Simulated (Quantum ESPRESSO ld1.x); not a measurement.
Values are calculated unless marked as measured or tabulated.
The technetium ion Tc31+, 12 electrons, occupied as [Ne] 3s2. Level of theory: scalar-relativistic Kohn-Sham, LDA (Slater exchange, Perdew-Zunger correlation), spin-polarised, spherical densities, point nucleus (ld1.x of Quantum ESPRESSO 7.5).

Radial electron density D(r) = 4 pi r^2 rho(r):

| r (bohr) | D(r) (e/bohr) |
|---|---|
| 0.001871 | 2.770 |
| 0.00211 | 3.408 |
| 0.002379 | 4.182 |
| 0.002682 | 5.117 |
| 0.003024 | 6.239 |
| 0.003409 | 7.580 |
| 0.003814 | 9.055 |
| 0.0043 | 10.91 |
| 0.004848 | 13.07 |
| 0.005466 | 15.56 |
| 0.006163 | 18.40 |
| 0.006949 | 21.60 |
| 0.007772 | 24.89 |
| 0.008763 | 28.71 |
| 0.00988 | 32.76 |
| 0.01114 | 36.94 |
| 0.01256 | 41.09 |
| 0.01416 | 45.02 |
| 0.01597 | 48.52 |
| 0.01786 | 51.19 |
| 0.02014 | 53.18 |
| 0.0227 | 54.09 |
| 0.0256 | 53.84 |
| 0.02886 | 52.48 |
| 0.03254 | 50.25 |
| 0.0364 | 47.74 |
| 0.04104 | 45.16 |
| 0.04627 | 43.35 |
| 0.05217 | 42.96 |
| 0.05882 | 44.38 |
| 0.06632 | 47.63 |
| 0.07418 | 51.85 |
| 0.08364 | 56.68 |
| 0.09431 | 60.46 |
| 0.1063 | 61.75 |
| 0.1199 | 59.53 |
| 0.1352 | 53.56 |
| 0.1512 | 45.27 |
| 0.1705 | 34.98 |
| 0.1922 | 25.17 |
| 0.2167 | 17.47 |
| 0.2443 | 12.61 |
| 0.2755 | 10.20 |
| 0.3106 | 9.124 |
| 0.3474 | 8.253 |
| 0.3917 | 6.826 |
| 0.4417 | 4.919 |
| 0.498 | 2.999 |
| 0.5615 | 1.515 |
| 0.6331 | 0.6217 |
| 0.7081 | 0.2205 |
| 0.7984 | 0.05698 |
| 0.9001 | 0.01115 |
| 1.015 | 0.001601 |
| 1.144 | 0.0001627 |

D(r) has 2 maxima, at r = 0.0234, 0.105 bohr, and minima at 0.0505 bohr, inside which lie 2.08 electrons.
